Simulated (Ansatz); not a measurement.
Ansatz results at the PBE0-D4/def2-TZVP geometry: LUMO energy (PBE0/def2-TZVPP) 0.30 eV; HOMO energy (ωB97M-V/def2-TZVPP) -9.43 eV; HOMO energy (PBE0/def2-TZVPP) -7.21 eV.

Each molecule was computed in one conformer, which needn't be the lowest.

Question: Which molecule gave them?
A. `B[SiH](B)O`
B. `N=C[Si](N)(O)S`
C. `[NH2][GeH2][S]CF`
D. `B[CH]([GeH3])Br`

Answer: C. The others give `N=C[Si](N)(O)S`: -1.16, -9.52, -7.32; `B[CH]([GeH3])Br`: -1.71, -9.81, -7.63; `B[SiH](B)O`: -2.75, -9.85, -7.72.
